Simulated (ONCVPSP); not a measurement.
**LDA (Perdew-Wang 92) ONCV dataset for Rb (Z = 37), scalar-relativistic all-electron reference.**

| Quantity | Value |
| --- | --- |
| Element | rubidium |
| Generator | ONCVPSP 4.0.1 |
| Type | optimised norm-conserving Vanderbilt (ONCV) |
| Functional | LDA (Perdew-Wang 92) |
| Relativity | scalar-relativistic |
| Frozen core | [Ar] 3d10 |
| Valence charge | 9 |
| Reference configuration | 4s2 4p6 5s1 |
| Partial waves | 4s+5s: rc 2.35 bohr, ncon 4, nbas 9, qcut 5.2 1/bohr, 2 projectors; 4p: rc 2.35 bohr, ncon 4, nbas 8, qcut 7.2 1/bohr, 2 projectors, debl 2.2 Ha; d scattering state at 0.19 Ha: rc 2.15 bohr, ncon 4, nbas 9, qcut 4.3 1/bohr, 2 projectors, debl 0.8 Ha |
| Local potential | polynomial inside 1.95 bohr (lpopt 5, dvloc0 4 Ha) |
| Core correction | none |

All-electron outer shells of the reference configuration (LDA (PZ), scalar-relativistic, ld1.x):

```
shell  level (eV)  outermost node (bohr)  outermost maximum (bohr)
   4s      -31.97                   0.62                      1.25
   4p      -16.03                   0.64                      1.42
   5s       -2.37                   1.79                      4.22
```

Results:

| Item | Value |
| --- | --- |
| Cutoffs needed | 8.3 Ha and 13 Ha (the cutoffs (Ha) at which the residual kinetic energy of the hardest occupied pseudo-wave falls to 1 and 0.1 mHa per electron) |
| Ghost test | no bound ghost flagged; no localised positive-energy state flagged |
| Largest excitation error | -102 meV (all-electron minus pseudo) for 4s1 4p6 5s1, out of 4 test configurations |

Generation and tests took about 4.5 s on one core of a shared server CPU.
